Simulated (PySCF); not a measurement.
Compound: C₅H₇ClO₂.
Cartesian coordinates in Å at the GFN2-xTB level; atoms count from 1:
```
atom  x, y, z in Å
C1    -1.8931   -1.0273   -0.0712
C2    -0.4432   -0.7023    0.0022
C3     0.0746    0.5410   -0.0197
O4     1.3970    0.8584    0.0454
C5     2.3346   -0.1846    0.1476
C6    -0.7968    1.7177   -0.1226
O7    -1.9881    1.7362   -0.1717
Cl8    0.1079    3.2276   -0.1735
H9    -2.4238   -0.6152    0.7867
H10   -2.3481   -0.5802   -0.9540
H11   -2.0404   -2.1032   -0.0962
H12    0.2283   -1.5444    0.0817
H13    3.3073    0.3025    0.1859
H14    2.2944   -0.8476   -0.7227
H15    2.1849   -0.7706    1.0603
```

Computed at PBE0/pcSseg-1 (PySCF, non-relativistic), with Q(17O) = −0.0256 b, Q(35Cl) = −0.0817 b: O4, 17O (I = 5/2): χzz = -11.82 MHz, η = 0.681; O7, 17O (I = 5/2): χzz = 9.687 MHz, η = 0.347; Cl8, 35Cl (I = 3/2): χzz = -64.64 MHz, η = 0.362.

Q: Where would the pure quadrupole (NQR) lines of 17O at O4 fall for the rigid, isolated species?

A: From the eigenvalues of H = χ/[4I(2I − 1)] × [3Iz² − I(I + 1) + η(Ix² − Iy²)], steps between neighbouring levels, labelled as for η = 0: ±1/2↔±3/2 2.506 MHz, ±3/2↔±5/2 3.296 MHz (ether oxygen).

Q: Find the zero-field quadrupole resonance frequencies of 17O at O7.

A: From the eigenvalues of H = χ/[4I(2I − 1)] × [3Iz² − I(I + 1) + η(Ix² − Iy²)], steps between neighbouring levels, labelled as for η = 0: ±1/2↔±3/2 1.633 MHz, ±3/2↔±5/2 2.841 MHz (carbonyl oxygen).

Q: Where would the pure quadrupole (NQR) lines of 35Cl at Cl8 fall for the rigid, isolated species?

A: From ν = (|χ|/2)√(1 + η²/3): ν = 33.02 MHz (chlorine bonded to C). For 37Cl the ratio of quadrupole moments, 0.7881, gives 26.02 MHz.

In a crystal, neighbours and librations shift these lines. GFN2-xTB bond lengths can be off by several hundredths of an ångström, more for odd bonds, and the gradients follow them. These gradients aren't converged with respect to the basis.

One conformer stands for the species.
